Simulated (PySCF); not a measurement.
Si(Cl)(OH)(SH)2 (ClH3OS2Si), SMILES [Si](O)(S)(Cl)S. Geometry: B3LYP-D3(BJ)/def2-SVP. This is a generated structure with no PubChem entry under its InChIKey; it may be hypothetical. One conformer was computed; it need not be the lowest.

Computed equilibrium geometry at B3LYP-D3(BJ)/def2-SVP (PySCF confirms it by a frequency run) as Cartesian coordinates in Å (one conformer of several):
```xyz
8

O     -0.2348     0.2070     1.8985
Si    -0.0336     0.0305     0.2650
S      0.1727     1.8448    -0.8442
S      1.7243    -1.1458     0.0228
Cl    -1.7495    -0.8336    -0.5227
H     -1.0832     0.5653     2.1918
H      1.3207     2.1946    -0.2154
H      1.4997    -1.8576     1.1533
```
Charge 0, spin multiplicity 1.
